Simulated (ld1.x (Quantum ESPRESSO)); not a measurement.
What one change does to a pseudopotential (Te, TM)

ld1.x (Quantum ESPRESSO) 7.5 input, shortened:

```
&input
   title='Te', zed=52., rel=1, dft='PZ', iswitch=3,
   config='[Kr] 4d10 5s2 5p2.5'
 /
 &inputp
   pseudotype=2, tm=.true., lloc=-2, rcloc=1.20,
   nlcc=.true., new_core_ps=.true., rcore=1.50
 /
3
5S  1  0   2.00   0.00  1.80  1.80  0.0
5P  2  1   2.50   0.00  1.65  1.65  0.0
4D  3  2  10.00   0.00  1.45  1.45  0.0
 &test
   configts(1)='4d10 5s2 5p2.5'
 /
```

All-electron outer shells of the reference configuration (LDA (PZ), scalar-relativistic, ld1.x):

| shell | level (eV) | outermost node (bohr) | outermost maximum (bohr) |
| --- | --- | --- | --- |
| 4p | -128.33 | 0.38 | 0.74 |
| 4d | -55.77 | 0.36 | 0.81 |
| 5s | -28.30 | 0.91 | 1.75 |
| 5p | -18.15 | 1.00 | 2.06 |

Change: reference 4d10 5s2 5p3.

Cutoffs: the cutoffs (Ry, on a coarse ladder) from which the occupation-weighted sum of valence levels, in a spherical-Bessel basis at the reference potential, stays within 10 and 1 mRy of its value at 400 Ry; they do not see the model core or the augmentation charge, which bear on the density cutoff. Errors are all-electron minus pseudo energies relative to the spin-unpolarised reference configuration.

Q: What does the change do?

A: The potential gets neither clearly harder nor softer (100 Ry and 160 Ry → 100 Ry and 160 Ry); both files keep a bound ghost (s).

| quantity | base | changed |
| --- | --- | --- |
| cutoff, loose | 100 Ry | 100 Ry |
| cutoff, tight | 160 Ry | 160 Ry |
| loose cutoff by channel (10 mRy a level) | s 25 Ry, p 35 Ry, d 80 Ry | s 21 Ry, p 30 Ry, d 80 Ry |
| bound ghosts | s | s |
| largest error over its own tests, meV | +102 | +250 |
| s: phases at 1.95 bohr within 0.05 rad from the reference energy up to (Ry; the scan ends near 5) | 4.8 | to the end of the scan |
| p: phases at 1.95 bohr within 0.05 rad from the reference energy up to (Ry; the scan ends near 5) | -0.9 | -0.6 |
| d: phases at 1.95 bohr within 0.05 rad from the reference energy up to (Ry; the scan ends near 5) | 1.1 | 1.5 |

 A true bound ghost makes a file unfit for plane-wave use even where its test errors are small: the radial tests pick states by their node count and pass the ghost by.
